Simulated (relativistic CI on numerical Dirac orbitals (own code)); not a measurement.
Slater's F² for Ge from its measured terms

Problem. The ground configuration 4s2.4p2 of Ge has the measured levels 3P: 0.0 (J = 0), 557.1 (J = 1), 1410.0 (J = 2); 1D: 7125.3 (J = 2); 1S: 16367.3 (J = 0) cm⁻¹ (NIST Handbook of Basic Atomic Spectroscopic Data (Sansonetti and Martin, J. Phys. Chem. Ref. Data 34, 1559 (2005))). Test the one-configuration theory of p2 and extract F²(4p,4p).

Working.
1. Centres of gravity, weighted by 2J + 1: 3P 969.0, 1D 7125.3, 1S 16367.3 cm⁻¹. To first order spin-orbit coupling drops out of them.
2. Slater-Condon theory gives 1D − 3P = 6F²/25 and 1S − 1D = 9F²/25, so the ratio of the upper interval to the lower is 9/6 = 1.500, whatever F².
3. Measured intervals: 6156.3 and 9242.0 cm⁻¹, ratio 1.501.
4. F² from the lower interval is 25651 and from the upper 25672 cm⁻¹.

Check. The radial integral calculated for this configuration (Dirac-KLI orbitals, unscaled) is F² = 34354 cm⁻¹; the two empirical values are 75 % and 75 % of it. The ratio is close to the theoretical one, partly by a balance of effects: correlation narrows both intervals, and second-order spin-orbit coupling (ζ = 891 cm⁻¹) shifts the centres as well.
